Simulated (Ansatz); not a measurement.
Geometry optimisation, RKS PBE-D4/def2-SVP in Ansatz 0.2.0.

input.yaml

```yaml
crystal:
  periodic: [false, false, false]
  atoms:
    - { symbol: B, position_ang: [-0.017224, 0.441623, -0.356797] }
    - { symbol: O, position_ang: [0.081423, -0.020499, 2.207411] }
    - { symbol: H, position_ang: [-0.890571, -0.102049, 2.141691] }
    - { symbol: Cl, position_ang: [1.3802, -0.423554, -1.03015] }
    - { symbol: O, position_ang: [-1.283734, -0.032355, -0.501844] }
    - { symbol: H, position_ang: [-1.304204, -0.924851, -0.900319] }
    - { symbol: H, position_ang: [0.137708, 1.539824, 0.103999] }
    - { symbol: H, position_ang: [0.222301, 0.893161, 1.850109] }
basis:
  gaussian: { orbitals: def2-SVP }
hamiltonian:
  xc: pbe
  dispersion: d4
relax:
  f_tol: 0.03
  max_steps: 50
output:
  orbitals: {}
```

Run as:

```bash
$ ansatz run input.yaml --threads 1 --pin off --max-ram 2048MiB --backend cpu --events-out ev --progress --plain --runs-dir out
```

Where does it end, and by what steps?

The run converged. After 13 steps the energy has fallen by 0.095 eV; O2 moved furthest, 0.47 Å.

| step | energy less start (eV) | largest force component (eV/Å) | accepted |
| --- | --- | --- | --- |
| 0 | 0.0000 | 0.553 | yes |
| 1 | 0.0037 | 1.828 | no |
| 2 | -0.0199 | 0.808 | yes |
| 3 | -0.0305 | 0.652 | yes |
| 4 | -0.0046 | 1.762 | no |
| 5 | -0.0467 | 0.207 | yes |
| 6 | -0.0584 | 0.186 | yes |
| 7 | -0.0608 | 1.165 | yes |
| 8 | -0.0754 | 0.696 | yes |
| 9 | -0.0872 | 0.247 | yes |
| 10 | -0.0907 | 0.308 | yes |
| 11 | -0.0945 | 0.068 | yes |
| 12 | -0.0952 | 0.042 | yes |
| 13 | -0.0953 | 0.020 | yes |

```xyz
8
Properties=species:S:1:pos:R:3
B -0.041 0.433 -0.163
O 0.082 -0.008 1.742
H -0.888 -0.074 1.869
Cl 1.370 -0.471 -0.852
O -1.316 -0.046 -0.419
H -1.277 -0.944 -0.798
H 0.075 1.640 -0.030
H 0.321 0.842 2.165
```

Whether the end is a true minimum wasn't checked by a vibrational analysis.

Run time: 35 s on 1 thread of Arm Neoverse V2 (shared host), peak memory 0.14 GiB.
